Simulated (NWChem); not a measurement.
The numbers come from NWChem runs, not from measurements. System: Ga, charge 0, spin multiplicity 2. Its SCF solution wasn't tested for a lower state. Level: UB2PLYP/def2-QZVP, 9 core orbitals frozen.

Input file:

```
start mol
memory heap 200 mb stack 900 mb global 1100 mb
geometry units angstroms nocenter noautoz
  Ga     0.000000     0.000000     0.000000
  symmetry group D2h
end
basis spherical
  * library def2-qzvp
end
dft
  xc hfexch 0.53 becke88 0.47 lyp 0.73 mp2 0.27
  dftmp2
  odft
  mult 2
  semidirect memsize 60000000 filesize 0
  iterations 100
end
mp2
  freeze core 9
end
task dft energy
```

Output (cleaned and shortened):

```
             Northwest Computational Chemistry Package (NWChem) 7.3.0
             --------------------------------------------------------

                                NWChem Input Module
                                -------------------

 Scaling coordinates for geometry "geometry" by  1.889725989
 (inverse scale =  0.529177249)

                             Geometry "geometry" -> ""
                             -------------------------

 Output coordinates in angstroms (scale by  1.889725989 to convert to a.u.)

  No.       Tag          Charge          X              Y              Z
 ---- ---------------- ---------- -------------- -------------- --------------
    1 Ga                  31.0000     0.00000000     0.00000000     0.00000000

 Effective nuclear repulsion energy (a.u.)       0.0000000000

            Nuclear Dipole moment (a.u.)
            ----------------------------
        X                 Y               Z
 ---------------- ---------------- ----------------
     0.0000000000     0.0000000000     0.0000000000

      Symmetry information
      --------------------

 Group name             D2h
 Group number             26
 Group order               8
 No. of unique centers     1

      Symmetry unique atoms

     1


 Summary of "ao basis" -> "" (spherical)
 ------------------------------------------------------------------------------
       Tag                 Description            Shells   Functions and Types
 ---------------- ------------------------------  ------  ---------------------
 *                         def2-qzvp                  on all atoms

  dft_input: which_mp2 not specified, using semidirect MP2 by default.

                                 NWChem DFT Module
                                 -----------------

 Summary of "ao basis" -> "ao basis" (spherical)
 ------------------------------------------------------------------------------
       Tag                 Description            Shells   Functions and Types
 ---------------- ------------------------------  ------  ---------------------
 Ga                        def2-qzvp                25       75   11s7p4d2f1g

 Summary of "ao basis" -> "ao basis" (spherical)
 ------------------------------------------------------------------------------
       Tag                 Description            Shells   Functions and Types
 ---------------- ------------------------------  ------  ---------------------
 Ga                        def2-qzvp                25       75   11s7p4d2f1g

      Symmetry analysis of basis
      --------------------------

        ag         22
        au          2
        b1g         6
        b1u        11
        b2g         6
        b2u        11
        b3g         6
        b3u        11

            General Information
            -------------------
          SCF calculation type: DFT
          Wavefunction type:  spin polarized.
          No. of atoms     :     1
          No. of electrons :    31
           Alpha electrons :    16
            Beta electrons :    15
          Charge           :     0
          Spin multiplicity:     2
          Use of symmetry is: on ; symmetry adaption is: on
          Maximum number of iterations: 100
          AO basis - number of functions:    75
                     number of shells:    25
          Convergence on energy requested:  1.00D-06
          Convergence on density requested:  1.00D-05
          Convergence on gradient requested:  5.00D-04

              XC Information
              --------------
                     Hartree-Fock (Exact) Exchange  0.530
                    Becke 1988 Exchange Functional  0.470
              Lee-Yang-Parr Correlation Functional  0.730

             Grid Information
             ----------------
          Grid used for XC integration:  medium
          Radial quadrature: Mura-Knowles
          Angular quadrature: Lebedev.
          Tag              B.-S. Rad. Rad. Pts. Rad. Cut. Ang. Pts.
          ---              ---------- --------- --------- ---------
          Ga                  1.30      112           8.0       590
          Grid pruning is: on
          Number of quadrature shells:   112
          Spatial weights used:  Erf1

          Convergence Information
          -----------------------
          Convergence aids based upon iterative change in
          total energy or number of iterations.
          Levelshifting, if invoked, occurs when the
          HOMO/LUMO gap drops below (HL_TOL):  1.00D-02
          DIIS, if invoked, will attempt to extrapolate
          using up to (NFOCK): 10 stored Fock matrices.

                    Damping( 0%)  Levelshifting(0.5)       DIIS
                  --------------- ------------------- ---------------
          dE  on:    start            ASAP                start
          dE off:    2 iters        100 iters           100 iters

      Screening Tolerance Information
      -------------------------------
          Density screening/tol_rho:  1.00D-10
          AO Gaussian exp screening on grid/accAOfunc:  14
          CD Gaussian exp screening on grid/accCDfunc:  20
          XC Gaussian exp screening on grid/accXCfunc:  20
          Schwarz screening/accCoul:  1.00D-08

      Superposition of Atomic Density Guess
      -------------------------------------

 Sum of atomic energies:       -1923.26468182

      Non-variational initial energy
      ------------------------------

 Total energy =   -1923.152625
 1-e energy   =   -2684.964662
 2-e energy   =     761.812037
 HOMO         =      -0.004706
 LUMO         =      -0.004706

 !!!!!!!!!!!!!!!!!!!!!!!!!!!!!!!!!!!!!!!!!!!!!!!!!!!!!!!!!!!!!!!!!!!!!!
[...]
    13      0.067094  1 Ga py                22     -0.059516  1 Ga py

 Vector   17  Occ=0.000000D+00  E=-3.363435D-02  Symmetry=b3u
              MO Center= -3.7D-17,  3.8D-29,  3.1D-32, r^2= 4.8D+00
   Bfn.  Coefficient  Atom+Function         Bfn.  Coefficient  Atom+Function
  ----- ------------  ---------------      ----- ------------  ---------------
    30      0.558598  1 Ga px                27      0.396540  1 Ga px
    24      0.211652  1 Ga px                18     -0.149204  1 Ga px
    12      0.057983  1 Ga px                21     -0.052875  1 Ga px

 Vector   18  Occ=0.000000D+00  E=-3.363435D-02  Symmetry=b1u
              MO Center= -1.1D-31, -1.9D-31, -1.7D-16, r^2= 4.8D+00
   Bfn.  Coefficient  Atom+Function         Bfn.  Coefficient  Atom+Function
  ----- ------------  ---------------      ----- ------------  ---------------
    32      0.558598  1 Ga pz                29      0.396540  1 Ga pz
    26      0.211652  1 Ga pz                20     -0.149204  1 Ga pz
    14      0.057983  1 Ga pz                23     -0.052875  1 Ga pz

 Vector   19  Occ=0.000000D+00  E= 9.387059D-02  Symmetry=ag
              MO Center= -2.3D-19,  8.0D-18,  3.7D-31, r^2= 7.9D+00
   Bfn.  Coefficient  Atom+Function         Bfn.  Coefficient  Atom+Function
  ----- ------------  ---------------      ----- ------------  ---------------
    10      2.656461  1 Ga s                 11     -2.401537  1 Ga s
     9     -0.512131  1 Ga s                  7     -0.256984  1 Ga s
     4      0.054128  1 Ga s                  5      0.041602  1 Ga s
     6      0.036982  1 Ga s

                     DFT Final Beta Molecular Orbital Analysis
                     -----------------------------------------

 Vector   13  Occ=1.000000D+00  E=-9.711857D-01  Symmetry=b3g
              MO Center= -4.7D-19,  3.9D-19,  1.1D-17, r^2= 2.3D-01
   Bfn.  Coefficient  Atom+Function         Bfn.  Coefficient  Atom+Function
  ----- ------------  ---------------      ----- ------------  ---------------
    34      0.856769  1 Ga d -1              39      0.215696  1 Ga d -1
    44      0.076811  1 Ga d -1

 Vector   14  Occ=1.000000D+00  E=-9.684634D-01  Symmetry=ag
              MO Center= -4.5D-17, -4.8D-16, -2.7D-16, r^2= 2.3D-01
   Bfn.  Coefficient  Atom+Function         Bfn.  Coefficient  Atom+Function
  ----- ------------  ---------------      ----- ------------  ---------------
    37      0.742397  1 Ga d  2              35      0.428624  1 Ga d  0
    42      0.186345  1 Ga d  2              40      0.107586  1 Ga d  0
    47      0.066082  1 Ga d  2              45      0.038152  1 Ga d  0

 Vector   15  Occ=1.000000D+00  E=-3.617566D-01  Symmetry=ag
              MO Center= -1.2D-17,  1.1D-18, -1.8D-18, r^2= 1.9D+00
   Bfn.  Coefficient  Atom+Function         Bfn.  Coefficient  Atom+Function
  ----- ------------  ---------------      ----- ------------  ---------------
    10      0.554870  1 Ga s                  9      0.401385  1 Ga s
     7     -0.283844  1 Ga s                  8     -0.270539  1 Ga s
    11      0.229691  1 Ga s                  5      0.128520  1 Ga s
     4      0.086639  1 Ga s                  6     -0.039628  1 Ga s
     1     -0.028022  1 Ga s

 Vector   16  Occ=0.000000D+00  E=-2.781978D-02  Symmetry=b3u
              MO Center=  3.2D-16, -6.4D-19, -3.2D-31, r^2= 5.0D+00
   Bfn.  Coefficient  Atom+Function         Bfn.  Coefficient  Atom+Function
  ----- ------------  ---------------      ----- ------------  ---------------
    30      0.588431  1 Ga px                27      0.367167  1 Ga px
    24      0.211385  1 Ga px                18     -0.146212  1 Ga px
    12      0.056806  1 Ga px                21     -0.051938  1 Ga px

 Vector   17  Occ=0.000000D+00  E=-2.781978D-02  Symmetry=b1u
              MO Center= -9.9D-32, -3.2D-19,  1.1D-16, r^2= 5.0D+00
   Bfn.  Coefficient  Atom+Function         Bfn.  Coefficient  Atom+Function
  ----- ------------  ---------------      ----- ------------  ---------------
    32      0.588431  1 Ga pz                29      0.367167  1 Ga pz
    26      0.211385  1 Ga pz                20     -0.146212  1 Ga pz
    14      0.056806  1 Ga pz                23     -0.051938  1 Ga pz

 Vector   18  Occ=0.000000D+00  E=-3.325151D-03  Symmetry=b2u
              MO Center= -1.4D-17,  1.6D-16, -7.9D-18, r^2= 5.7D+00
   Bfn.  Coefficient  Atom+Function         Bfn.  Coefficient  Atom+Function
  ----- ------------  ---------------      ----- ------------  ---------------
    31      0.688593  1 Ga py                28      0.267970  1 Ga py
    25      0.206031  1 Ga py                19     -0.134617  1 Ga py
    13      0.052273  1 Ga py                22     -0.048300  1 Ga py

   alpha - beta orbital overlaps
   -----------------------------

   alpha      1      2      3      4      5      6      7      8      9     10
    beta      1      2      3      4      5      6      7      8      9     10
 overlap   1.000  1.000  1.000  1.000  1.000  1.000  1.000  1.000  1.000  1.000

   alpha     11     12     13     14     15     16     17     18     19     20
    beta     11     12     13     14     15     18     16     17     19     22
 overlap   1.000  1.000  1.000  1.000  0.997  0.971  0.999  0.999  0.998  0.971

   alpha     21     22     23     24     25     26     27     28     29     30
    beta     20     21     25     26     27     23     24     30     31     28
 overlap   1.000  1.000  1.000  1.000  0.996  1.000  1.000  1.000  1.000  1.000

   alpha     31     32     33     34     35     36     37     38     39     40
    beta     29     32     33     34     35     38     36     37     41     42
 overlap   1.000  0.999  0.999  0.999  1.000  0.999  1.000  1.000  1.000  1.000

   alpha     41     42     43     44     45     46     47     48     49     50
    beta     39     40     43     44     45     46     47     50     51     52
 overlap   1.000  1.000  0.999  1.000  1.000  1.000  1.000  1.000  1.000  1.000

   alpha     51     52     53     54     55     56     57     58     59     60
    beta     48     49     53     54     55     56     57     58     59     61
 overlap   1.000  1.000  1.000  1.000  1.000  1.000  1.000  1.000  1.000  1.000

   alpha     61     62     63     64     65     66     67     68     69     70
    beta     60     62     63     64     65     66     67     68     69     70
 overlap   1.000  1.000  1.000  1.000  1.000  1.000  1.000  1.000  1.000  1.000

   alpha     71     72     73     74     75
    beta     71     72     73     74     75
 overlap   1.000  1.000  1.000  1.000  1.000

     --------------------------
     Expectation value of S2:
     --------------------------
      <S2> =      0.7551 (Exact =     0.7500)

                   NWChem MP2 Semi-direct Energy/Gradient Module
                   ---------------------------------------------

  Basis functions       =     75
  Molecular orbitals    =     75
  Frozen core           =      9
  Frozen virtuals       =      0
  Active alpha occupied =      7
  Active beta occupied  =      6
  Active alpha virtual  =     59
  Active beta virtual   =     60
  Use MO symmetry       = T
  Use skeleton AO sym   = T

  AO/Fock/Back tols     =   1.0D-09  1.0D-09  1.0D-09

 GA uses MA = F    GA memory limited = T

 Available:
  local mem=  4.43D+07
 global mem=  1.44D+08
 local disk=  0.00D+00
  mp2_memr nvloc                    59
  nvloc new                    59
   1 passes of   7:        7340032                      45597                   4011667.
   1 passes of   7: M     44320167           G      144167950           F      36980135.

 Semi-direct pass number   1 of   1  for UHF alpha       at        4.3s
  vrange nnbf                  2850
  mp2_eaftype                    15  avail_ma_in_mb                   386
 EAF : mp2_eaftype filesize          15    2005833.
  mp2_eaf for mointskh                     15
Node 0 wrote      9.4 Mb in      0.0 s     Agg I/O rate:  1417.8 Mb/s
 Done moints_semi at        9.3s
  mp2_eaftype                    15  avail_ma_in_mb                   386
 EAF : mp2_eaftype filesize          15    2005833.
  mp2_eaf for kh                    15
 Done maket at        9.4s
 Done multipass loop at        9.4s

 GA uses MA = F    GA memory limited = T

 Available:
  local mem=  4.43D+07
 global mem=  1.44D+08
 local disk=  0.00D+00
  mp2_memr nvloc                    60
  nvloc new                    60
   1 passes of   6:        7340032                      41218                   3498097.
   1 passes of   6: M     44320167           G      144167950           F      36980135.

 Semi-direct pass number   1 of   1  for UHF beta        at        9.4s
  vrange nnbf                  2850
  mp2_eaftype                    13  avail_ma_in_mb                   386
 EAF : mp2_eaftype filesize          13    1749048.
  mp2_eaf for mointskh                     13
Node 0 wrote      8.2 Mb in      0.0 s     Agg I/O rate:  2129.0 Mb/s
 Done moints_semi at       14.4s
  mp2_eaftype                    13  avail_ma_in_mb                   386
 EAF : mp2_eaftype filesize          13    1749048.
  mp2_eaf for kh                    13
 Done maket at       14.4s
 Done multipass loop at       14.4s

          -------------------------------------------
          DFT energy                   -1924.424549294433
          Unscaled MP2 energy             -0.282372799412
          Total DFT+MP2 energy         -1924.500789950274
          -------------------------------------------

 -----------------------
 Performance information
 -----------------------

 Timer overhead =  1.55D-07 seconds/call

               Nr. of calls         CPU time (s)                 Wall time (s)                GFlops
             ---------------    -------------------     ------------------------------   -------------------
Name         Min   Avg   Max    Min     Avg     Max     Min     Avg     Max   Mx/calls   Min     Max     Sum
mp2: moin     2     2     2    10.     10.     10.      10.     10.     10.     5.0      0.0     0.0     0.0
mp2: make     2     2     2   5.83E-2 5.83E-2 5.83E-2  5.83E-2 5.83E-2 5.83E-2 2.92E-2   0.0     0.0     0.0
mp2: tota     1     1     1    10.     10.     10.      10.     10.     10.     10.      0.0     0.0     0.0

 The average no. of pstat calls per process was 5.00D+00
 with a timing overhead of 7.76D-07s

 Task  times  cpu:       14.4s     wall:       14.4s

 Total times  cpu:       14.5s     wall:       14.5s
```
